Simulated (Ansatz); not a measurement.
Start from `CO[Si]1(Cl)CO1` and change one atom or group to get `O[Si]1(Cl)CO1`.

Ansatz, PBE0-D4/def2-TZVP geometries, multiplicity 1. Each molecule was computed in one conformer, which needn't be the lowest.

```tsv
property	`CO[Si]1(Cl)CO1`
HOMO–LUMO gap (PBE0/def2-TZVPP) / eV	7.96
size of the dipole moment (ωB97M-V/def2-TZVPP) / D	2.34
LUMO energy (B3LYP/def2-TZVPP) / eV	-0.03
HOMO energy (PBE/def2-TZVPP) / eV	-6.33
HOMO–LUMO gap (PBE/def2-TZVPP) / eV	5.56
HOMO energy (B3LYP/def2-TZVPP) / eV	-7.48
```

(1) Give the same properties after the change, and the shifts. (Estimate.)

Answers

(1) Ansatz gave: 
| property | `O[Si]1(Cl)CO1` | shift |
| --- | --- | --- |
| HOMO–LUMO gap (PBE0/def2-TZVPP) / eV | 7.81 | -0.15 |
| size of the dipole moment (ωB97M-V/def2-TZVPP) / D | 2.10 | -0.24 |
| LUMO energy (B3LYP/def2-TZVPP) / eV | -0.37 | -0.34 |
| HOMO energy (PBE/def2-TZVPP) / eV | -6.46 | -0.13 |
| HOMO–LUMO gap (PBE/def2-TZVPP) / eV | 5.45 | -0.11 |
| HOMO energy (B3LYP/def2-TZVPP) / eV | -7.63 | -0.15 |

With PBE0 the HOMO falls by 0.14 eV and the LUMO falls by 0.29 eV, so the gap narrows by about 0.15 eV. PBE moves the HOMO by -0.13 eV and ωB97M-V by -0.14 eV. Dipoles are sizes alone; their direction can turn.

B3LYP here is the variant with VWN-RPA as its local correlation; programs differ in this.
